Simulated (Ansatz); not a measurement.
Ansatz (a first-principles code) input (SVWN5/def2-TZVP):

Ansatz 0.2 input:
```yaml
crystal:
  periodic: [false, false, false]
  atoms:
    - {symbol: Si, position_ang: [0.84824678, -0.59641019, 0.04507869]}
    - {symbol: Cl, position_ang: [-0.79182118, 0.65985134, -0.04806900]}
    - {symbol: H, position_ang: [0.77772322, -1.36293283, 1.31430731]}
    - {symbol: H, position_ang: [0.80778190, -1.50479739, -1.12823590]}
basis:
  gaussian:
    orbitals: def2-TZVP
hamiltonian:
  xc: {name: SVWN5}
magnetization: {spin_polarized: true, initial_magnetization: 1}
relax: {f_tol: 0.003, max_steps: 100}
```

Output:

```
Functional definition: SVWN5
integrals: 0.02 GiB planned
596 factors; their error is unknown
mean field: 0.21 GiB planned
mean field evaluation 1: about -20359.9319 eV, gradient 1.1e1 eV
mean field evaluation 2: about -20360.2106 eV, gradient 1.0e1 eV
mean field evaluation 4: about -20360.7958 eV, gradient 1.0e0 eV
mean field evaluation 8: about -20360.7933 eV, gradient 1.4e-2 eV
mean field evaluation 16: about -20360.7933 eV, gradient 5.4e-6 eV
mean field -20360.79331997 eV, -748.2453534677 hartree, gradient 5.4e-6 eV, S^2 0.751140; 0 other end points of the search recorded, 0 dependent functions left out
the calculation of the forces begins
reference -20360.79335015 eV, -748.2453545766 hartree; 17, 16 occupied and 69, 70 virtual orbitals, 596 factors
relax step   1: F+E_penalty+E_count = -20360.79331997 eV  Δ(F+E_penalty+E_count) = +0.000e0 eV  max|allowed force component| = 4.779e-1 eV/Å  Δτ_max = 0.0000 Å  (27 SCF iters, accepted)
these checks for a lower state are left out or cut short: starts, cluster_reference, orbital_swaps, neighbouring_geometries, increment
integrals: 0.02 GiB planned
596 factors; their error is unknown
mean field: 0.21 GiB planned
mean field -20360.80061804 eV, -748.2456216665 hartree, gradient 5.3e-5 eV, S^2 0.751127; 0 other end points of the search recorded, 0 dependent functions left out
the calculation of the forces begins
reference -20360.80064816 eV, -748.2456227736 hartree; 17, 16 occupied and 69, 70 virtual orbitals, 596 factors
relax step   2: F+E_penalty+E_count = -20360.80061804 eV  Δ(F+E_penalty+E_count) = -7.298e-3 eV  max|allowed force component| = 1.192e-1 eV/Å  Δτ_max = 0.0196 Å  (26 SCF iters, accepted)
these checks for a lower state are left out or cut short: starts, cluster_reference, orbital_swaps, neighbouring_geometries, increment
integrals: 0.02 GiB planned
596 factors; their error is unknown
mean field: 0.21 GiB planned
mean field -20360.80118511 eV, -748.2456425061 hartree, gradient 1.0e-5 eV, S^2 0.751126; 0 other end points of the search recorded, 0 dependent functions left out
the calculation of the forces begins
reference -20360.80121524 eV, -748.2456436133 hartree; 17, 16 occupied and 69, 70 virtual orbitals, 596 factors
relax step   3: F+E_penalty+E_count = -20360.80118511 eV  Δ(F+E_penalty+E_count) = -5.671e-4 eV  max|allowed force component| = 4.900e-3 eV/Å  Δτ_max = 0.0053 Å  (24 SCF iters, accepted)
these checks for a lower state are left out or cut short: starts, cluster_reference, orbital_swaps, neighbouring_geometries, increment
integrals: 0.02 GiB planned
596 factors; their error is unknown
mean field: 0.21 GiB planned
mean field evaluation 32: about -20360.8012 eV, gradient 9.0e-6 eV
mean field -20360.80119175 eV, -748.2456427502 hartree, gradient 3.8e-5 eV, S^2 0.751126; 0 other end points of the search recorded, 0 dependent functions left out
the calculation of the forces begins
reference -20360.80122188 eV, -748.2456438572 hartree; 17, 16 occupied and 69, 70 virtual orbitals, 596 factors
relax step   4: F+E_penalty+E_count = -20360.80119175 eV  Δ(F+E_penalty+E_count) = -6.642e-6 eV  max|allowed force component| = 6.782e-4 eV/Å  Δτ_max = 0.0010 Å  (20 SCF iters, accepted)
integrals: 0.02 GiB planned
596 factors; their error is unknown
mean field: 0.21 GiB planned
mean field -20360.80119175 eV, -748.2456427502 hartree, gradient 3.8e-5 eV, S^2 0.751126; 1 other end points of the search recorded, 0 dependent functions left out
the calculation of the forces begins
reference -20360.80122188 eV, -748.2456438572 hartree; 17, 16 occupied and 69, 70 virtual orbitals, 596 factors
Total energy: -20360.80122188 eV, -748.2456438572 hartree
Atom 0 at     0.847373    -0.588497     0.044608 Å, force     0.000564    -0.000483     0.000035 eV/Å
Atom 1 at    -0.781669     0.647430    -0.047223 Å, force    -0.000678     0.000579    -0.000042 eV/Å
Atom 2 at     0.772907    -1.359845     1.328483 Å, force     0.000057    -0.000045     0.000062 eV/Å
Atom 3 at     0.803319    -1.503378    -1.142788 Å, force     0.000058    -0.000051    -0.000055 eV/Å
Dipole moment:     0.153020    -0.136342     0.009802 e Å
```

It need not be the lowest isomer of its formula.
